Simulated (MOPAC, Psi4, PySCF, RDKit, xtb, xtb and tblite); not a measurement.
Two geometries of SMILES CSC[SiH2]B(O)O, relaxed at GFN2-xTB with one dihedral held; other torsions can differ between them too.

Structure A

```
16

C     -2.3618     0.7775     0.1048
S     -1.2873     0.4306     1.5215
C     -0.5592    -1.1583     1.0103
Si     0.7010    -1.0224    -0.4263
B      1.4388    -2.7801    -0.9162
O      2.4584    -2.7998    -1.8053
O      0.9209    -3.9068    -0.3738
H     -1.7575     0.9669    -0.7762
H     -2.9393     1.6595     0.3615
H     -3.0250    -0.0675    -0.0582
H     -0.0727    -1.5287     1.9111
H     -1.3872    -1.8312     0.7877
H     -0.0001    -0.3681    -1.5543
H      1.6819    -0.0139     0.0100
H      2.8269    -3.6516    -2.0569
H      1.2968    -4.7529    -0.6313
```

Structure B

```
16

C     -2.3390     0.7759     0.0839
S     -1.2892     0.4305     1.5192
C     -0.6047    -1.1770     1.0054
Si     0.6825    -1.0378    -0.4178
B      2.4459    -1.7363     0.1092
O      3.4712    -1.5788    -0.7596
O      2.5862    -2.3594     1.3021
H     -1.7269     0.7967    -0.8127
H     -2.8011     1.7428     0.2531
H     -3.1024     0.0065     0.0049
H     -0.1423    -1.5728     1.9076
H     -1.4535    -1.8134     0.7609
H      0.0532    -1.7186    -1.5718
H      0.7115     0.3772    -0.8365
H      4.3356    -1.9167    -0.5086
H      3.4533    -2.6921     1.5478
```

Which is lower in energy at the level PBE0-D3(BJ)/def2-SVP // GFN2-xTB run with Psi4, and by how much?

A is lower, by 1.36 kcal/mol (dihedral S2–C3–Si4–B5: 180° in A, 120° in B).

E(B) − E(A) in kcal/mol at the other levels, on the same two geometries: GFN2-xTB (xtb and tblite) 0.46; PBE0/def2-SVP // GFN2-xTB (Psi4) 1.41; PBE/def2-SVP // GFN2-xTB (Psi4) 1.45; PBE-D3(BJ)/def2-SVP // GFN2-xTB (Psi4) 1.39; UFF // GFN2-xTB (RDKit) 1.22; AM1, restricted, heats of formation // GFN2-xTB (MOPAC) 1.05; PM6, restricted, heats of formation // GFN2-xTB (MOPAC) 1.11; GFN1-xTB // GFN2-xTB (xtb) 0.88; restricted B3LYP/6-31G*, spherical d, density fitting // GFN2-xTB (PySCF) 1.39; restricted LDA (SVWN5)/6-31G*, spherical d, density fitting // GFN2-xTB (PySCF) 1.21; restricted BP86/6-31G*, spherical d, density fitting // GFN2-xTB (PySCF) 1.37; restricted B3LYP/6-311+G**, spherical d, density fitting // GFN2-xTB (PySCF) 1.50.
